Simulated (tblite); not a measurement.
C8H9O (doublet state).
Numbering: `[CH3:1][CH2:2][O:3][c:4]1[c:5][cH:6][cH:7][cH:8][cH:9]1` (hydrogens: H10, H11, H12 on C1; H13, H14 on C2; H15 on C6; H16 on C7; H17 on C8; H18 on C9)

Structure optimised with GFN2-xTB, isolated species. This method treats the open shell by occupation alone, without spin polarisation.

Q: What internal coordinates does the optimisation give?

A: 
```json
{"bond": "C1–C2", "length (Å)": "1.519", "order": "single"}
{"bond": "C2–O3", "length (Å)": "1.417", "order": "single"}
{"bond": "O3–C4", "length (Å)": "1.353", "order": "single"}
{"bond": "C4–C5", "length (Å)": "1.374", "order": "aromatic"}
{"bond": "C5–C6", "length (Å)": "1.360", "order": "aromatic"}
{"bond": "C6–C7", "length (Å)": "1.394", "order": "aromatic"}
{"bond": "C7–C8", "length (Å)": "1.384", "order": "aromatic"}
{"bond": "C8–C9", "length (Å)": "1.380", "order": "aromatic"}
{"bond": "C4–C9", "length (Å)": "1.402", "order": "aromatic"}
{"bond": "C1–H10, C1–H11, C1–H12", "length (Å)": "1.087", "order": "single"}
{"bond": "C2–H13, C2–H14", "length (Å)": "1.099", "order": "single"}
{"bond": "C6–H15", "length (Å)": "1.080", "order": "single"}
{"bond": "C7–H16", "length (Å)": "1.080", "order": "single"}
{"bond": "C8–H17", "length (Å)": "1.081", "order": "single"}
{"bond": "C9–H18", "length (Å)": "1.079", "order": "single"}
```

Bonds in one row agree within 0.01 Å and their mean is given. Orders are formal, as drawn. A selection of angles:
```json
{"angle": "C1–C2–O3", "degrees": "108.4"}
{"angle": "C2–O3–C4", "degrees": "115.3"}
{"angle": "O3–C4–C5", "degrees": "125.1"}
{"angle": "O3–C4–C9", "degrees": "118.4"}
{"angle": "C5–C4–C9", "degrees": "116.5"}
{"angle": "C4–C5–C6", "degrees": "124.7"}
{"angle": "C5–C6–C7", "degrees": "118.2"}
{"angle": "C6–C7–C8", "degrees": "119.1"}
{"angle": "C7–C8–C9", "degrees": "121.2"}
{"angle": "C4–C9–C8", "degrees": "120.3"}
```

Torsions: C1–C2–O3–C4 180° (antiperiplanar); C2–O3–C4–C5 0° (synperiplanar).

The 6-membered ring C4–C5–C6–C7–C8–C9 has internal angles of 116.5° to 124.7° (sum 720°, against 720° for a flat polygon); it is planar, 0.00 Å rms from its mean plane, widest ring torsion 0°. C7 (carbon bonded to 2 C and H) is planar (angles 121.0°, 119.9° and 119.1°, sum 360.0°, 0.00 Å off the plane of its three neighbours). The 2 C–O bonds span 1.353 Å (O3–C4, drawn single) to 1.417 Å (C2–O3, drawn single), a spread of 0.064 Å. Of the pairs four or more bonds apart, C5···H13 is among the closest relative to their van der Waals radii: 2.68 Å, 92 % of the sum of Bondi's values. C8 (carbon bonded to 2 C and H) is planar (angles 121.2°, 119.6° and 119.2°, sum 360.0°, 0.00 Å off the plane of its three neighbours). C9 (carbon bonded to 2 C and H) is planar (angles 121.8°, 120.3° and 117.9°, sum 360.0°, 0.00 Å off the plane of its three neighbours). The 7 C–C bonds span 1.360 Å (C5–C6, aromatic) to 1.519 Å (C1–C2, drawn single), a spread of 0.159 Å.

Point group: Cs (every atom within 0.08 Å of its image). Its GFN2-xTB frequencies are all real (lowest 40 cm⁻¹). 2 starts were optimised and ended at 0.00 and 2.47 kcal/mol (GFN2-xTB); the lowest of these is shown.

One conformer stands for the species.

These are computed values.
